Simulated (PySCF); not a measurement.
## Correlation energy of Sb⁻ (antimony, charge -1)

[Kr] 4d10 5s2 5p4, high-spin 3P determinant. All numbers are calculated (PySCF 2.14, a scalar-relativistic core potential, in aug-cc-pVTZ-PP with one added diffuse shell each of d, f type with ECP28MDF (6s5p5d3f, 67 functions)). Frozen: 4s2 4p6 4d10; 6 electrons correlated.

MP2 pair energies summed by pair of shells (mhartree):

```tsv
pair	energy	share (%)
5s-5p	-39.21	45.8
5p-5p	-38.13	44.6
5s-5s	-8.22	9.6
```

Total MP2 correlation energy: -85.56 mhartree.

Same-spin part -19.85 and opposite-spin part -65.71 mhartree; SCS-MP2 scales them by 1/3 and 6/5 to -85.47 mhartree.
